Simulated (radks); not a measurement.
The numbers below are computed, except where a source is named.
Ru, 44 electrons, occupied as [Kr] 4d6.5 5s1 5p0.5 (fractional occupations, a model configuration). Code: a radial shooting solver on a logarithmic mesh with Libxc functionals. Model: scalar-relativistic Kohn-Sham, PBEsol, spin-unpolarised, spherical densities, point nucleus.

Normalised radial functions P(r) = r R(r), r in bohr:

| r | 3d | 4p | 5p |
|---|---|---|---|
| 0.001333 | 0.0000 | 0.0010 | 0.0002 |
| 0.001552 | 0.0000 | 0.0013 | 0.0003 |
| 0.001806 | 0.0000 | 0.0017 | 0.0003 |
| 0.002103 | 0.0000 | 0.0022 | 0.0004 |
| 0.002448 | 0.0000 | 0.0029 | 0.0006 |
| 0.00285 | 0.0001 | 0.0038 | 0.0008 |
| 0.003318 | 0.0001 | 0.0050 | 0.0010 |
| 0.003863 | 0.0001 | 0.0066 | 0.0013 |
| 0.004497 | 0.0002 | 0.0086 | 0.0017 |
| 0.005235 | 0.0003 | 0.0113 | 0.0023 |
| 0.006094 | 0.0005 | 0.0148 | 0.0030 |
| 0.007095 | 0.0008 | 0.0193 | 0.0039 |
| 0.00826 | 0.0012 | 0.0251 | 0.0050 |
| 0.009615 | 0.0018 | 0.0326 | 0.0066 |
| 0.01119 | 0.0027 | 0.0422 | 0.0085 |
| 0.01303 | 0.0041 | 0.0542 | 0.0109 |
| 0.01517 | 0.0063 | 0.0693 | 0.0139 |
| 0.01766 | 0.0095 | 0.0880 | 0.0177 |
| 0.02056 | 0.0142 | 0.1107 | 0.0222 |
| 0.02394 | 0.0213 | 0.1378 | 0.0277 |
| 0.02786 | 0.0316 | 0.1694 | 0.0340 |
| 0.03244 | 0.0466 | 0.2051 | 0.0412 |
| 0.03776 | 0.0680 | 0.2438 | 0.0490 |
| 0.04396 | 0.0982 | 0.2836 | 0.0569 |
| 0.05118 | 0.1402 | 0.3212 | 0.0645 |
| 0.05958 | 0.1972 | 0.3518 | 0.0706 |
| 0.06936 | 0.2732 | 0.3692 | 0.0740 |
| 0.08075 | 0.3715 | 0.3658 | 0.0732 |
| 0.09401 | 0.4951 | 0.3340 | 0.0667 |
| 0.1094 | 0.6445 | 0.2669 | 0.0530 |
| 0.1274 | 0.8176 | 0.1612 | 0.0316 |
| 0.1495 | 1.0174 | 0.0111 | 0.0013 |
| 0.1741 | 1.2111 | -0.1569 | -0.0325 |
| 0.2026 | 1.3904 | -0.3286 | -0.0669 |
| 0.2359 | 1.5337 | -0.4747 | -0.0956 |
| 0.2746 | 1.6184 | -0.5618 | -0.1119 |
| 0.3197 | 1.6266 | -0.5592 | -0.1095 |
| 0.3722 | 1.5498 | -0.4484 | -0.0846 |
| 0.4333 | 1.3927 | -0.2306 | -0.0379 |
| 0.5044 | 1.1731 | 0.0692 | 0.0246 |
| 0.5872 | 0.9197 | 0.4045 | 0.0919 |
| 0.6836 | 0.6660 | 0.7169 | 0.1497 |
| 0.7958 | 0.4415 | 0.9503 | 0.1839 |
| 0.9265 | 0.2649 | 1.0651 | 0.1833 |
| 1.079 | 0.1419 | 1.0508 | 0.1438 |
| 1.256 | 0.0669 | 0.9283 | 0.0691 |
| 1.462 | 0.0273 | 0.7401 | -0.0308 |
| 1.702 | 0.0095 | 0.5337 | -0.1424 |
| 1.981 | 0.0027 | 0.3476 | -0.2522 |
| 2.306 | 0.0006 | 0.2034 | -0.3487 |
| 2.685 | 0.0001 | 0.1060 | -0.4233 |
| 3.126 | 0.0000 | 0.0486 | -0.4701 |
| 3.639 | 0.0000 | 0.0192 | -0.4858 |
| 4.236 | 0.0000 | 0.0065 | -0.4708 |
| 4.931 | 0.0000 | 0.0018 | -0.4288 |
| 5.741 | 0.0000 | 0.0004 | -0.3674 |
| 6.683 | 0.0000 | 0.0001 | -0.2958 |
| 7.78 | 0.0000 | 0.0000 | -0.2231 |
| 9.058 | 0.0000 | 0.0000 | -0.1565 |
| 10.54 | 0.0000 | 0.0000 | -0.1010 |
| 12.28 | 0.0000 | 0.0000 | -0.0592 |
| 14.29 | 0.0000 | 0.0000 | -0.0310 |
| 16.64 | 0.0000 | 0.0000 | -0.0143 |

3d: eigenvalue -275.66 eV, 0 radial nodes, <r> = 0.384 bohr, 90 % of the charge inside 0.612 bohr. 4p: eigenvalue -48.747 eV, 2 radial nodes at r = 0.151, 0.488 bohr, <r> = 1.13 bohr, 90 % of the charge inside 1.67 bohr. 5p: eigenvalue -1.529 eV, 3 radial nodes at r = 0.150, 0.477, 1.40 bohr, <r> = 4.77 bohr, 90 % of the charge inside 7.52 bohr.
